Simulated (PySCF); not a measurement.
TeCl₄, SMILES Cl[Te](Cl)(Cl)Cl.

Geometry: PBE-D3(BJ)/def2-SVP. The isomer is the one that the SMILES or the coordinates give; other isomers of the formula were not compared. The def2 effective core potentials stand for the cores of Te; spin–orbit coupling is left out.

All values below come from PBE-D3(BJ)/def2-SVP in PySCF.

Frequencies are harmonic and unscaled.

### Question
Estimate the vibrational spectrum. (The exact figures need the calculation; the answer reports its results.)

### Answer

```
mode  ν (cm⁻¹)  IR (km/mol)  moving atoms (share of kinetic energy)
----  --------  -----------  --------------------------------------
1           61          1.2                                 Cl 97 %
2           76          3.1                        Cl 78 %, Te 22 %
3          123          3.4                        Cl 72 %, Te 28 %
4          123          0.0                                Cl 100 %
5          143          1.3                        Cl 88 %, Te 12 %
6          288          5.2                                 Cl 99 %
7          334        173.5                        Cl 62 %, Te 38 %
8          345         54.9                        Cl 74 %, Te 26 %
9          349         20.5                        Cl 80 %, Te 20 %
```
